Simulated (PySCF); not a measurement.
GaSi at UHF

Level: UHF. PySCF, no relativity, basis sets Ga def2-TZVPP, Si def2-TZVPP.

```json
{
  "state": "⁴Σ⁻ (quartet), unpaired electrons σ ↑, π ↑↑",
  "bond length": "2.495 Å",
  "harmonic wavenumber": "275 cm⁻¹",
  "force constant": "0.889 mdyn/Å",
  "rotational constant Be": "0.1361 cm⁻¹",
  "anharmonicity ωexe": "1.08 cm⁻¹",
  "vibration–rotation constant αe": "0.000786 cm⁻¹",
  "well depth De to Ga + Si": "152 kJ/mol",
  "dissociation energy D0": "150 kJ/mol",
  "bond order (Mayer)": "1.21",
  "dipole moment (positive dipole means Ga(−)Si(+))": "-2.05 D"
}
```

Spin–orbit coupling is left out. Hartree–Fock leaves out correlation, which carries a large part of most bond energies and some tenths to 1 eV of ionisation energies. The state was picked by a PBE0 search and need not be the measured ground state.
